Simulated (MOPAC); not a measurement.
MOPAC input (AM1):

```
AM1 FORCE THERMO(298,298) PRECISE LET GEO-OK AUX(PRECISION=9) THREADS=1
OPb

Pb    0.00000000 1    0.00000000 1   -0.19802638 1
O    -0.00000000 1    0.00000000 1    1.77801616 1
```

From the last part of the output:

```
     O    2   5.042475   5.043291

          HEAT OF FORMATION =      51.045975 KCALS/MOLE

          ZERO POINT ENERGY       1.085 KCAL/MOL

           NORMAL COORDINATE ANALYSIS (Total motion = 1 Angstrom)

   Root No.       1

                 1 Sig

                 759.1

           1   -0.0717
           2    0.0000
           3    0.0000
           4    0.9283
           5   -0.0000
           6   -0.0000

           MASS-WEIGHTED COORDINATE ANALYSIS (NORMAL COORDINATES)

   Root No.       1

                 1 Sig

                 759.1

           1   -0.2677
           2    0.0000
           3    0.0000
           4    0.9635
           5   -0.0000
           6   -0.0000

          DESCRIPTION OF VIBRATIONS

 VIBRATION          1    1Sig        ATOM PAIR     ENERGY CONTRIBUTION    RADIAL
 FREQUENCY           759.10         Pb1 -- O 2        +100.0% (100.0%)    100.0%
 TRANSITION DIPOLE   0.0890
 TRAVEL (Ang.)       0.0773
 REDUCED MASS       14.8525
 EFFECTIVE MASS     22.5153
 FORCE CONSTANT      5.0425

      SYMMETRY NUMBER FOR POINT-GROUP C*v =  1

          SYSTEM IS A GROUND STATE

 OPb

          MOLECULE IS LINEAR

          THERE ARE  1 GENUINE VIBRATIONS IN THIS SYSTEM
          THIS THERMODYNAMICS CALCULATION IS LIMITED TO
          MOLECULES WHICH HAVE NO INTERNAL ROTATIONS

                    CALCULATED THERMODYNAMIC PROPERTIES
                                          *
   TEMP. (K)   PARTITION FUNCTION   H.O.F.    ENTHALPY  HEAT CAPACITY ENTROPY
                                   KCAL/MOL   CAL/MOLE    CAL/K/MOL  CAL/K/MOL

 298.00  VIB.     0.1026D+01                    57.0307     0.7198     0.2429
         ROT.     0.7126D+03                   592.1869     1.9872    15.0409
         INT.     0.7313D+03                   649.2176     2.7070    15.2838
         TRA.     0.3224D+28                  1480.4672     4.9680    42.1091
         TOT.                       51.046    2129.6847     7.6750    57.3929

   *: NOTE: HEATS OF FORMATION ARE RELATIVE TO THE
            ELEMENTS IN THEIR STANDARD STATE AT 298K
              (=  Standard Enthalpy of Formation).

            Hvib:  Zero-point energy is not included.
                   frequencies of less than zero cm-1 are not included.
            Hrot = (3/2)RT
            Htra = (3/2)RT + pV = (5/2)RT

            Heat capacity is Cp, not Cv

          For more information, see: HTTP://OpenMOPAC.net/Manual/thermochemistry.html

           FORCE CONSTANT IN CARTESIAN COORDINATES (Millidynes/A)

    ATOM   CHEMICAL       X               Y               Z
   NUMBER   SYMBOL  FORCE CONSTANT  FORCE CONSTANT  FORCE CONSTANT

      1      Pb        5.042475        0.000854        0.000854
      2       O        5.042475        0.000854        0.000854

 **********************
 *                    *
 * JOB ENDED NORMALLY *
 *                    *
 **********************

 == MOPAC DONE ==
```
